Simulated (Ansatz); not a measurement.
```xyz
7

N     0.586    0.417    0.975
Mo   -0.263   -0.239   -0.600
O     0.921   -0.610   -1.712
S    -1.374   -1.954   -0.086
Cl   -1.641    1.333   -1.458
H     0.242    0.275    1.913
H     1.529    0.779    0.968
```

Charge 0, multiplicity 1. Mo takes the def2 core potential.

(1) List the ωB97M-V/def2-TZVPP orbital energies in eV (Ansatz). (Estimate.)

Results:

(1) The calculation gave: Occupied: -2772.10, -2426.96, -527.48, -395.82, -262.49, -220.94, -199.93, -199.86, -199.85, -164.01, -163.97, -163.92, -76.85, -49.91, -49.35, -49.30, -29.04, -27.30, -25.48, -21.79, -17.67, -15.66, -14.47, -14.42, -13.95, -13.35, -12.88, -11.96, -11.61, -11.21, -10.25, -9.97. Lowest empty: -1.05, -0.82, 0.40, 0.59, 1.06, 1.41, 1.88, 2.02.
